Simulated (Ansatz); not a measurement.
Ideal-gas functions of H₄NNbO₃ (`[NH]=[Nb]([OH])([OH])[OH]`) at 600 K and 1 bar, from an Ansatz frequency run at PBE0-D4/def2-TZVP.

Molar mass 158.94 g/mol, point group Cs (symmetry number 1), electronic degeneracy 1, moments of inertia 157.366, 160.853, 174.271 u Å². Harmonic wavenumbers (cm⁻¹, unscaled): 137, 180, 182, 205, 234, 262, 300, 346, 416, 440, 498, 503, 601, 697, 700, 723, 1025, 3667, 3915, 3918, 3931.

Use S(trans) = R[1.5 ln M + 2.5 ln T − 1.1517]; rotational temperatures θ = 24.2544 K / I; S(rot) = R[ln(√π/σ · √(T³/θAθBθC)) + 1.5]; for each mode x = 1.438777 ν̃/T, S = R[x/(eˣ − 1) − ln(1 − e⁻ˣ)] and H = RT x/(eˣ − 1); 1 cm⁻¹ = 0.0119627 kJ/mol; R = 8.31446 J/(mol·K).

Problem. By hand: the entropy, in J/(mol·K).

Solution. Translation 186.6. Rotation: θ = 0.1541, 0.1508, 0.1392 K, giving 120.8. Vibration, mode by mode: 17.61, 15.36, 15.27, 14.30, 13.23, 12.31, 11.23, 10.10, 8.67, 8.24, 7.32, 7.24, 5.96, 4.95, 4.92, 4.71, 2.66, 0.01, 0.01, 0.01, 0.01, in all 164.1. Electronic 0.0. Sum 471.5 J/(mol·K).

Problem. By hand: H − E and G − E in kJ/mol, counted from the electronic energy.

Solution. Zero-point energy ½ × 22880 × 0.0119627 = 136.9; thermal vibration 49.9; translation, rotation and pV give 4 RT = 20.0. H − E = 206.8 kJ/mol, and G − E = 206.8 − 600 × 471.5/1000 = -76.1 kJ/mol.

Vibration gives 35 % of the entropy, 17.6 J/(mol·K) of it from the mode under 150 cm⁻¹: soft modes count most, and the harmonic formula is weakest for them. The sum counts one conformer and one mirror image; others add a mixing term.
